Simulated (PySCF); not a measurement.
Species: 2-bromoacrolein, C₃H₃BrO.
Bonds: C1–C2 (double), C2–Br3, C2–C4, C4–O5 (double). Hydrogens: H6, H7 on C1; H8 on C4.

Lines to be assigned: C 1s: 291.08 (area 1), 292.31 (area 1), 293.91 (area 1) eV; O 1s: 538.26 eV.

Computed, not measured: delta-SCF UKS SCAN, pcX-2 on the ionised atom, pcseg-1 elsewhere, spin-free X2C (PySCF 2.14.0). One conformer (not necessarily the lowest) at the PBE0-D3(BJ)/def2-SVP geometry, without solvent, vibrations or thermal averaging.

**Question.** Order the carbon atoms by C 1s binding energy.

**Answer.** 291.08 eV: C1 (terminal =CH2 carbon); 292.31 eV: C2 (fully substituted alkene carbon); 293.91 eV: C4 (aldehyde carbon). The listed C 1s values span 2.83 eV, from C1 (bonded to C (double bond) and 2 H) to C4 (bonded to O (double bond), C and H). Summing the Pauling electronegativity differences to the bonded atoms, each weighted by its formal bond order, gives -0.70 for the lowest site and +1.43 for the highest; no listed site has a larger sum than the highest.

Bonded neighbours of each site: C1: C (double bond) and 2 H; C2: Br, C (double bond) and C; C4: O (double bond), C and H; O5: C (double bond).

**Question.** Express the binding energy of C 1s of C2 in atomic units and per mole.

**Answer.** 292.31 eV = 10.7422 Eh = 28204 kJ/mol.

Spin contamination (⟨S²⟩ against 0.75 for a pure doublet) is marked for C 1s of C4 (0.96), which makes this value less certain. No level of bromine is listed.

The values belong to the conformer `[CH2:1]=[C:2]([Br:3])[CH:4]=[O:5]`: C1–C2–C4–O5 -1°.
